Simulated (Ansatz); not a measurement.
Reaction (substitution at a C–B bond): `B[CH]([GeH3])Br` + H–F → `F[CH]([GeH3])Br` + BH₃

Isolated molecules relaxed with PBE0-D4/def2-TZVP in Ansatz; ΔE leaves out vibrations. CBS: MP2 limit from def2 TZ/QZ plus the TZ coupled-cluster correction, frozen cores. This one scheme is used for every species. DFT in def2-TZVPP. B3LYP here is the variant with VWN-RPA as its local correlation; programs differ in this. For Br, Ge outer-core shells are correlated without core-valence functions, which leaves a few kJ/mol of doubt a bond. Scalar relativity is left out up to krypton.

```tsv
level	ΔE (kcal/mol)	difference from CCSD(T)/CBS
PBE-D4	29.8	-2.4
r2SCAN-D4	29.1	-3.1
PBE0-D4	30.9	-1.3
B3LYP-D4	27.9	-4.3
ωB97X-V	27.3	-4.9
ωB97M-V	29.1	-3.1
B2PLYP	28.5	-3.7
PBE	28.7	-3.5
r2SCAN	28.8	-3.4
PBE0	29.9	-2.3
B3LYP	26.0	-6.2
HF/def2-TZVPP	23.8	-8.4
MP2/def2-TZVPP	34.1	1.9
SCS-MP2/def2-TZVPP	30.7	-1.5
CCSD/def2-TZVPP	30.4	-1.8
CCSD(T)/def2-TZVPP	31.0	-1.2
HF/def2-QZVPP	23.7	-8.5
MP2/def2-QZVPP	34.8	2.6
SCS-MP2/def2-QZVPP	31.4	-0.8
HF/CBS(def2)	23.7	-8.5
MP2/CBS(def2)	35.3	3.1
CCSD/CBS(def2)	31.6	-0.6
CCSD(T)/CBS	32.2	0
```

Largest T1 diagnostic among the species: 0.011.

The D4 term adds +1.9 kcal/mol with B3LYP and +1.0 kcal/mol with PBE0; it sums over pairs of atoms, weighted by their polarisabilities, and B3LYP, whose exchange is more repulsive, gets the larger term. From PBE to PBE0 (25 % exact exchange), in def2-TZVPP and without D4, ΔE moves by +1.2 kcal/mol. In def2-TZVPP, CCSD(T) changes the Hartree–Fock value by +7.3 kcal/mol (the triples alone add +0.6 kcal/mol) and MP2 by +10.3 kcal/mol.
